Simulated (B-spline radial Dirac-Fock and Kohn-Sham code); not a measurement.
Kohn-Sham estimates against Dirac-Fock for the levels of Nd²³⁺

System: the Nd²³⁺ ion in the configuration [Kr] 4d1.

The density-functional columns are spherical, spin-unpolarised Dirac-Kohn-Sham results without Breit or QED terms: −ε is minus the orbital energy of the initial state and ΔSCF the difference of two total energies. The reference in the last column comes from ΔSCF Dirac-Fock with Breit, self-energy and vacuum polarisation, finite nucleus, configuration average. All numbers are from a B-spline atomic structure program, in eV; a selection of levels is shown. For the 1s level of heavy atoms much of the gap between ΔSCF and the reference is the Breit and QED part, -175.0 eV here; for other levels the error of the functional can be larger.

```csv
level,LDA −ε,LDA ΔSCF,Dirac-Fock
K (1s),44005.3,44445.0,44282.6
L1 (2s),7694.6,7788.4,7845.0
L2 (2p1/2),7321.4,7435.4,7436.7
L3 (2p3/2),6801.6,6907.0,6922.4
M1 (3s),2182.0,2221.2,2263.3
M2 (3p1/2),2023.3,2064.0,2090.4
M3 (3p3/2),1917.6,1956.6,1983.7
M4 (3d3/2),1642.7,1686.2,1687.1
M5 (3d5/2),1619.6,1662.6,1664.6
N1 (4s),894.7,914.8,924.6
N2 (4p1/2),831.5,851.5,849.6
N3 (4p3/2),802.5,821.9,821.0
"N4,5 (4d)",693.7,712.9,710.8
```

Values without a named source are computed, but for edge energies of neutral atoms, which are taken from tables.
